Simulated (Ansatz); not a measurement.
## Abstraction of Cl: GeH2Cl2 + SiH2(CH3) → GeH2Cl + SiH2(CH3)Cl

Species: GeH2Cl2 (dichlorogermane) `[Cl][GeH2][Cl]`, singlet; SiH2(CH3), doublet; GeH2Cl `[Cl][GeH2]`, doublet; SiH2(CH3)Cl, singlet. A radical takes Cl: the energy is the difference in strength between the Ge–Cl bond broken and the Si–Cl bond made.

Shapes, held fixed at every level: PBE0-D4/def2-TZVP. Programs: Ansatz 0.2.0. The zero-point and thermal change to 298 K, harmonic and unscaled (PBE0-D4/def2-TZVP), is +0.9 kJ/mol.

```tsv
level	kind	ΔH(298 K) (kJ/mol)	less CCSD(T)/def2-TZVPP
MP2/def2-SVP	perturbation theory	-47.7	+8.5
B3LYP-D4/def2-TZVPP	global hybrid	-64.2	-8.0
r2SCAN0-D4/def2-TZVPP	global hybrid	-59.9	-3.7
wB97M-V/def2-TZVPP	range-separated hybrid	-72.2	-16.0
B2PLYP/def2-TZVPP	double hybrid	-62.2	-6.0
CCSD(T)/def2-SVP	coupled cluster or CI	-48.3	+7.9
CCSD/def2-TZVPP	coupled cluster or CI	-56.8	-0.6
CCSD(T)/def2-TZVPP	coupled cluster or CI	-56.2	0.0
```

The highest level, CCSD(T)/def2-TZVPP, gives ΔH(298 K) = -56.2 kJ/mol; the levels span -72.2 to -47.7. The column of differences is taken from that level and isn't an error. No measured value is set beside it here. Open shells run unrestricted. Relativity is left out for Ge. Outer-core shells of Ge are correlated, in sets that cover them unevenly.
